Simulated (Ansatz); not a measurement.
```yaml
crystal:
  periodic: [false, false, false]
  atoms:
    - {symbol: C, position_ang: [-1.419157, -1.544355, -2.149594]}
    - {symbol: O, position_ang: [-0.454921, -1.556344, -1.133635]}
    - {symbol: Ti, position_ang: [0.469546, -0.122978, -0.504371]}
    - {symbol: F, position_ang: [1.146260, 0.790961, -1.892805]}
    - {symbol: N, position_ang: [-0.967335, 0.997761, 0.001981]}
    - {symbol: C, position_ang: [-2.086340, 0.545466, 0.783762]}
    - {symbol: C, position_ang: [-0.791850, 2.427229, 0.041301]}
    - {symbol: C, position_ang: [1.056029, -1.382970, 1.423189]}
    - {symbol: C, position_ang: [1.262210, -0.019617, 1.722022]}
    - {symbol: C, position_ang: [2.310409, 0.447862, 0.900605]}
    - {symbol: C, position_ang: [2.755798, -0.628698, 0.104375]}
    - {symbol: C, position_ang: [1.982935, -1.757421, 0.426482]}
    - {symbol: H, position_ang: [-0.948699, -1.453010, -3.134938]}
    - {symbol: H, position_ang: [-1.984300, -2.481984, -2.123939]}
    - {symbol: H, position_ang: [-2.119170, -0.707868, -2.029652]}
    - {symbol: H, position_ang: [-3.016082, 1.025639, 0.448370]}
    - {symbol: H, position_ang: [-1.966674, 0.782590, 1.853081]}
    - {symbol: H, position_ang: [-2.209528, -0.535211, 0.688871]}
    - {symbol: H, position_ang: [-1.690013, 2.937207, -0.333358]}
    - {symbol: H, position_ang: [-0.609184, 2.793700, 1.063983]}
    - {symbol: H, position_ang: [0.047737, 2.731100, -0.587231]}
    - {symbol: H, position_ang: [0.295658, -2.020272, 1.849676]}
    - {symbol: H, position_ang: [0.706010, 0.566392, 2.438570]}
    - {symbol: H, position_ang: [2.678290, 1.462789, 0.855044]}
    - {symbol: H, position_ang: [3.513468, -0.573211, -0.662877]}
    - {symbol: H, position_ang: [2.038901, -2.724746, -0.048913]}
basis:
  gaussian: {orbitals: pcseg-2, fitting: {mean_field: cc-pVTZ-jkfit}}
total_charge: 1
magnetization: {spin_polarized: true, initial_magnetization: 1}
hamiltonian: {xc: {name: rPW86-PBE}, pseudopotentials: {relativity: none}}
kpoints: {mp_grid: {grid: [2, 2, 2]}}
output: {forces: true}
```

```sh
$ ansatz run in.yaml --threads 11 --pin off --events-out ev --progress --plain --max-ram 174080MiB --backend cuda --devices 0, --max-vram 75GiB
```

**Question.** How does Ansatz answer? (Best estimate.)

**Answer.** Computed: The program refused the input.
```
Error: invalid value for `basis.gaussian`: such a run doesn't read kpoints; remove what it names
```
